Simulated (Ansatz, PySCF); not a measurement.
Bi(Br)(TeH)2 (BiBrH2Te2), SMILES [Br][Bi]([TeH])[TeH].

The structure is a stationary point at B3LYP-D3(BJ)/def2-SVP. The structure was generated by enumeration; whether it is a known compound was not checked. The def2 effective core potentials stand for the cores of Bi, Te; spin–orbit coupling is left out.

Vertical ionisation energy (IE) and electron affinity (EA) in eV. Rows of orbital energies are one-electron estimates. Where ΔSCF, EOM or ADC give a negative EA the extra electron is unbound and the value depends on the basis.

```json
[
 {"level": "−ε(HOMO), −ε(LUMO), PBE0/def2-TZVP (PySCF)", "IE": "(withheld)", "EA": "(withheld)"},
 {"level": "−ε(HOMO), −ε(LUMO), PBE/def2-TZVP (PySCF)", "IE": "5.61", "EA": "3.15"},
 {"level": "ΔSCF, PBE0/def2-SVPD (Ansatz), final states of multiplicity 2 and 2", "IE": "8.20", "EA": "1.26"},
 {"level": "ΔSCF, PBE/def2-SVPD (Ansatz), final states of multiplicity 2 and 2", "IE": "7.91", "EA": "1.20"}
]
```

Problem. Fill in the missing entries. (Estimate from the structure and the level; the computed values follow.)

Solution. 
- −ε(HOMO), −ε(LUMO), PBE0/def2-TZVP (PySCF), IE: 6.59
- −ε(HOMO), −ε(LUMO), PBE0/def2-TZVP (PySCF), EA: 2.53

Problem. What vertical singlet–triplet gap does ΔSCF give with PBE0/def2-SVPD (Ansatz, a first-principles code) and with PBE/def2-SVPD (Ansatz)? (Estimate from the structure and the level; the computed values follow.)

Solution. 2.67 and 2.55 eV (triplet above singlet where positive).
